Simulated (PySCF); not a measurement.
PySCF input:

```python
from pyscf import gto, scf, dft

mol = gto.M(
    atom='''
    Li   -0.00000000   -0.00000000   -1.22408035
    O     0.00000000    0.00000000    0.45903013
    ''',
    basis='def2-tzvpd',
    charge=0,
    spin=1,
    symmetry='C2v',
    verbose=4,
)

mf = scf.UHF(mol).density_fit(auxbasis='def2-universal-jkfit')
mf.conv_tol = 1e-9
mf.max_cycle = 100
mf.max_memory = 1500
mf.kernel()
if not mf.converged:
    mf = mf.newton()
    mf.kernel(mf.make_rdm1())
mf.analyze()
```

**Question.** What final total energy does it print?

**Answer.** -82.31393 Eh (HF/def2-TZVPD).
